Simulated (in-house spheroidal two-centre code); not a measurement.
Computed with a spheroidal two-centre code. Model: one electron and two fixed point charges, non-relativistic, separated in prolate spheroidal coordinates (energies exact to about nine digits).

With r1 and r2 the distances to the charges and R their separation, ξ = (r1 + r2)/R and η = (r1 − r2)/R; m is the angular momentum about the axis. The force apart is −d(total energy)/dR, and minima and barriers are those of the total energy. The separation constant A is the eigenvalue of −d/dη(1−η²)d/dη + m²/(1−η²) − p²η² − R(Z2−Z1)η, with p² = −E R²/2 and E the electronic energy.

Command:
```bash
python run_two.py task.json out
```
Settings:
```
Z1                     2.5
Z2                     3
xi_nodes               0
eta_nodes              0
m                      2
```

Cost of the run: 0.4 s on 1 thread of Intel(R) Xeon(R) Processor @ 2.30GHz, on a shared host.

**Energy curve, total energy includes the repulsion of the charges.**

Given: first charge 2.5; second charge 3; united atom label 3d delta; nodes in ξ 0; nodes in η 0.

Computed: united atom energy -1.6806 hartree.

```
distance (bohr)  electronic energy (hartree)  total energy (hartree)  kinetic energy (hartree)  force apart (hartree/bohr)
          0.117                  -1.67837708               62.424187                     1.674                      547.85
          0.157                  -1.67665047              46.0940502                    1.6689                      304.22
           0.21                   -1.6736232              34.0406625                      1.66                         170
          0.281                  -1.66830982              25.0220816                    1.6446                      94.899
          0.377                  -1.65901902              18.2348802                    1.6181                       52.66
          0.505                  -1.64336097              13.2081242                    1.5751                      29.274
          0.677                  -1.61766951              9.46061704                    1.5081                      16.202
          0.907                  -1.57767131              6.69134743                    1.4112                      8.9333
           1.22                  -1.51802022              4.62952076                    1.2804                      4.8442
           1.63                  -1.43833346              3.16289353                     1.126                      2.6312
           2.18                  -1.33733908               2.1030279                   0.95721                      1.4038
           2.73                  -1.24710135               1.5001514                   0.82746                     0.85261
           3.27                  -1.16940064              1.12417734                   0.73003                     0.56704
           3.82                  -1.10044728             0.862903509                   0.65447                     0.39722
           4.36                  -1.04159122             0.678592263                   0.59876                     0.29297
           4.91                 -0.989541486             0.537953422                   0.55748                      0.2231
           5.45                 -0.945263056             0.430883733                   0.52978                     0.17627
              6                 -0.906307461             0.343692539                   0.51246                     0.14269
           6.55                 -0.872818704             0.272219464                   0.50372                     0.11846
           7.09                 -0.844568394             0.213259533                   0.50079                     0.10071
           7.64                 -0.819811517             0.161863876                   0.50088                    0.086747
           8.18                  -0.79879454             0.118075875                   0.50207                    0.075812
           8.73                 -0.780140877             0.078965652                   0.50331                    0.066698
           9.27                 -0.764041343             0.045020146                   0.50416                    0.059242
           9.82                 -0.749500345            0.0142471093                   0.50462                    0.052838
           10.4                 -0.735848925           -0.0146950786                   0.50477                    0.047122
           10.9                 -0.725248055           -0.0371746606                   0.50471                    0.042893
           11.5                 -0.713737161           -0.0615632479                   0.50452                    0.038518
             12                 -0.705015193           -0.0800151932                    0.5043                    0.035357
           12.5                 -0.696981722           -0.0969817222                   0.50406                    0.032566
           13.1                 -0.688138715            -0.115619631                   0.50376                    0.029629
           15.4                            ?                       ?                         ?                           ?
           18.1                 -0.636923517            -0.222558876                   0.50193                    0.015435
           21.3                 -0.616592458            -0.264479782                   0.50131                    0.011119
           25.1                 -0.599102825            -0.300298044                   0.50087                   0.0079908
           29.5                 -0.584426498             -0.33018921                   0.50057                   0.0057756
           34.7                 -0.571843552            -0.355705224                   0.50037                    0.004169
           40.8                            ?                       ?                         ?                           ?
             48                 -0.552002976            -0.395752976                   0.50015                    0.002175
```

What belongs in the row 15.4?

electronic energy (hartree): -0.660523611; total energy (hartree): -0.173510624; kinetic energy (hartree): 0.50276; force apart (hartree/bohr): 0.02138.

What belongs in the row 40.8?

electronic energy (hartree): -0.561146541; total energy (hartree): -0.377323011; kinetic energy (hartree): 0.50024; force apart (hartree/bohr): 0.0030126.

**Where the electron sits, z along the axis from the midpoint, the separation constant A tends to l(l+1) at zero distance; at short distance the term in R(Z2−Z1)η can raise or lower it, and at long distance it falls (p² = -ER²/2).**

```tsv
distance (bohr)	mean z squared (bohr²)	mean squared distance from axis (bohr²)	separation constant	mean z towards second charge (bohr)
0.157	0.59937	3.5895	5.9969	0.0071697
0.281	0.60876	3.6309	5.9901	0.012961
0.505	0.63797	3.7571	5.9684	0.024013
0.907	0.72419	4.1089	5.9014	0.046906
1.63	0.96819	4.9755	5.7019	0.10318
2.73	1.5523	6.5359	5.231	0.24703
3.82	2.47	8.1299	4.5605	0.50474
4.91	3.9409	9.5691	3.6281	0.95123
6	6.3081	10.638	2.3147	1.6457
7.09	9.8238	11.226	0.46445	2.5162
8.18	?	?	?	?
9.27	19.501	11.588	-5.2065	4.1204
10.4	?	?	?	?
11.5	31.749	11.73	-13.706	5.4388
12.5	37.976	11.775	-18.365	5.9884
15.4	58.714	11.862	-34.777	7.5275
21.3	113.5	11.94	-81.316	10.559
29.5	218.15	11.975	-175.05	14.702
40.8	417.13	11.99	-359.42	20.375
```

What belongs in the row 8.18?

mean z squared (bohr²): 14.328; mean squared distance from axis (bohr²): 11.472; separation constant: -2.0348; mean z towards second charge (bohr): 3.3714.

What belongs in the row 10.4?

mean z squared (bohr²): 25.43; mean squared distance from axis (bohr²): 11.669; separation constant: -9.1831; mean z towards second charge (bohr): 4.8113.
